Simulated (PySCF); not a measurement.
Species: C₂H₆O₂SSi.
Atom-mapped SMILES: `[SH:1][SiH:2]1[O:3][CH2:4][CH2:5][O:6]1` (hydrogens: H7 on S1; H8 on Si2; H9, H10 on C4; H11, H12 on C5)

The same species was optimised twice, with GFN2-xTB and with PBE0-D3(BJ)/def2-SVP (PySCF), and the same property calculations (PySCF, gas phase) were run on both structures.

```json
{"coordinate": "Si2–O3 (Å)", "GFN2-xTB": "1.634", "PBE0-D3(BJ)/def2-SVP": "1.675", "change": "+0.041"}
{"coordinate": "Si2–O6 (Å)", "GFN2-xTB": "1.636", "PBE0-D3(BJ)/def2-SVP": "1.674", "change": "+0.038"}
{"coordinate": "C5–O6 (Å)", "GFN2-xTB": "1.398", "PBE0-D3(BJ)/def2-SVP": "1.416", "change": "+0.018"}
{"coordinate": "O3–C4 (Å)", "GFN2-xTB": "1.400", "PBE0-D3(BJ)/def2-SVP": "1.414", "change": "+0.014"}
{"coordinate": "C4–C5 (Å)", "GFN2-xTB": "1.543", "PBE0-D3(BJ)/def2-SVP": "1.533", "change": "-0.010"}
{"coordinate": "S1–Si2 (Å)", "GFN2-xTB": "2.124", "PBE0-D3(BJ)/def2-SVP": "2.121", "change": "-0.003"}
{"coordinate": "Si2–O3–C4 (°)", "GFN2-xTB": "111.9", "PBE0-D3(BJ)/def2-SVP": "109.6", "change": "-2.3"}
{"coordinate": "S1–Si2–O6 (°)", "GFN2-xTB": "109.5", "PBE0-D3(BJ)/def2-SVP": "111.1", "change": "+1.6"}
{"coordinate": "O3–C4–C5 (°)", "GFN2-xTB": "108.0", "PBE0-D3(BJ)/def2-SVP": "107.0", "change": "-1.0"}
{"coordinate": "C4–C5–O6 (°)", "GFN2-xTB": "107.9", "PBE0-D3(BJ)/def2-SVP": "107.0", "change": "-0.9"}
{"coordinate": "Si2–O6–C5 (°)", "GFN2-xTB": "110.2", "PBE0-D3(BJ)/def2-SVP": "109.6", "change": "-0.6"}
{"coordinate": "O3–Si2–O6 (°)", "GFN2-xTB": "96.9", "PBE0-D3(BJ)/def2-SVP": "96.3", "change": "-0.6"}
{"coordinate": "S1–Si2–O3 (°)", "GFN2-xTB": "116.9", "PBE0-D3(BJ)/def2-SVP": "117.0", "change": "+0.1"}
```

Rotational constants: A = 5441, B = 1611, C = 1417 MHz (GFN2-xTB) against A = 5086, B = 1612, C = 1445 MHz (PBE0-D3(BJ)/def2-SVP). Point groups within 0.08 Å: C1 and C1.

On the GFN2-xTB structure: isotropic polarisability (au) 71.5 [CAM-B3LYP/def2-SVPD]; HOMO (eV) -9.05 [CAM-B3LYP/def2-SVPD]; LUMO (eV) 0.88 [CAM-B3LYP/def2-SVPD]; dipole (D) 2.31 [CAM-B3LYP/def2-SVPD]; HOMO (eV) -7.71 [PBE0/pcSseg-1]; LUMO (eV) 0.18 [PBE0/pcSseg-1]; dipole (D) 2.66 [PBE0/pcSseg-1]; GIAO shielding of S1 (ppm) 700.2 [PBE0/pcSseg-1]; GIAO shielding of Si2 (ppm) 342.6 [PBE0/pcSseg-1]; GIAO shielding of O3/O6 (mean) (ppm) 285.3 [PBE0/pcSseg-1]; GIAO shielding of C4/C5 (mean) (ppm) 121.6 [PBE0/pcSseg-1].

Q: What do these properties become on the PBE0-D3(BJ)/def2-SVP structure?

A: 
```json
{"property": "isotropic polarisability (au)", "level": "CAM-B3LYP/def2-SVPD", "on GFN2-xTB": "71.5", "on PBE0-D3(BJ)/def2-SVP": "73.0", "change": "+1.5"}
{"property": "HOMO (eV)", "level": "CAM-B3LYP/def2-SVPD", "on GFN2-xTB": "-9.05", "on PBE0-D3(BJ)/def2-SVP": "-9.11", "change": "-0.06"}
{"property": "LUMO (eV)", "level": "CAM-B3LYP/def2-SVPD", "on GFN2-xTB": "0.88", "on PBE0-D3(BJ)/def2-SVP": "0.85", "change": "-0.03"}
{"property": "dipole (D)", "level": "CAM-B3LYP/def2-SVPD", "on GFN2-xTB": "2.31", "on PBE0-D3(BJ)/def2-SVP": "2.18", "change": "-0.13"}
{"property": "energy, GFN2-xTB geometry as zero (kcal/mol)", "level": "CAM-B3LYP/def2-SVPD", "on GFN2-xTB": "0.0", "on PBE0-D3(BJ)/def2-SVP": "-4.2", "change": "-4.2"}
{"property": "HOMO (eV)", "level": "PBE0/pcSseg-1", "on GFN2-xTB": "-7.71", "on PBE0-D3(BJ)/def2-SVP": "-7.76", "change": "-0.05"}
{"property": "LUMO (eV)", "level": "PBE0/pcSseg-1", "on GFN2-xTB": "0.18", "on PBE0-D3(BJ)/def2-SVP": "0.34", "change": "+0.16"}
{"property": "dipole (D)", "level": "PBE0/pcSseg-1", "on GFN2-xTB": "2.66", "on PBE0-D3(BJ)/def2-SVP": "2.53", "change": "-0.13"}
{"property": "energy, GFN2-xTB geometry as zero (kcal/mol)", "level": "PBE0/pcSseg-1", "on GFN2-xTB": "0.0", "on PBE0-D3(BJ)/def2-SVP": "-3.9", "change": "-3.9"}
{"property": "GIAO shielding of S1 (ppm)", "level": "PBE0/pcSseg-1", "on GFN2-xTB": "700.2", "on PBE0-D3(BJ)/def2-SVP": "676.0", "change": "-24.2"}
{"property": "GIAO shielding of Si2 (ppm)", "level": "PBE0/pcSseg-1", "on GFN2-xTB": "342.6", "on PBE0-D3(BJ)/def2-SVP": "339.2", "change": "-3.4"}
{"property": "GIAO shielding of O3/O6 (mean) (ppm)", "level": "PBE0/pcSseg-1", "on GFN2-xTB": "285.3", "on PBE0-D3(BJ)/def2-SVP": "274.9", "change": "-10.4"}
{"property": "GIAO shielding of C4/C5 (mean) (ppm)", "level": "PBE0/pcSseg-1", "on GFN2-xTB": "121.6", "on PBE0-D3(BJ)/def2-SVP": "118.0", "change": "-3.6"}
```

The heavy atoms differ by 0.105 Å rms after alignment. Among bonds between heavy atoms Si2–O3 changes most (+0.041 Å). Changes are differences of the printed values. Neither structure is proved a minimum here.
